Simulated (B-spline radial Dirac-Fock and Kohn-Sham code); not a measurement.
## Photoionisation of oxygen ions at Al Kα (taken as 1486.9 eV)

Level of theory: Dirac-Hartree-Slater photoionisation with all multipoles and Dirac-Fock thresholds; a radial finite-basis atomic code. Cross sections in kb; a dash marks an empty subshell or a threshold above the photon energy.

```tsv
ion	configuration	total	1s	2s	2p1/2	2p3/2
O	[He] 2s2 2p4	43.18	41.0	1.93	0.0884	0.175
O³⁺	[He] 2s2 2p1	44.32	41.7	2.49	0.0369	0.0730
O⁶⁺	1s2	41.62	41.6	–	–	–
O⁷⁺	1s1	22.76	22.8	–	–	–
```

Values without a named source are computed, but for edge energies of neutral atoms, which are taken from tables.
